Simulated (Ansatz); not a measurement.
An input meant for (H2Ga-mu-H)2 (Ga₂H₆) (charge 0, singlet).

```yaml
crystal:
  periodic: [false, false, false]
  atoms:
    - {symbol: Ga, position_ang: [0.720242, -0.938657, 0.521735]}
    - {symbol: H, position_ang: [1.769481, -1.557844, -0.443682]}
    - {symbol: H, position_ang: [0.398136, -1.270284, 2.005777]}
    - {symbol: H, position_ang: [0.793040, 0.805103, 0.356889]}
    - {symbol: Ga, position_ang: [-0.720484, 0.938706, -0.521313]}
    - {symbol: H, position_ang: [-1.774797, 1.568127, 0.431763]}
    - {symbol: H, position_ang: [-0.386372, 1.258598, -2.005355]}
    - {symbol: H, position_ang: [-0.799266, -0.803739, -0.345813]}
basis:
  gaussian: {orbitals: "6-31G*"}
magnetization: {spin_polarized: true, initial_magnetization: 3}
hamiltonian: {xc: {name: CAM-B3LYP}, dispersion: d3bjatm}
output: {forces: true}
```

```sh
$ ansatz run in.yaml --threads 4 --pin off --events-out ev --progress --plain --max-ram 3916MiB
```

Shortened log:

```
Error: a molecule whose nuclei and cores have a total charge of 68 cannot have a net charge of 0 together with 3 unpaired electrons
```

In this input the number of unpaired electrons doesn't fit the electron count. The program refused the input.
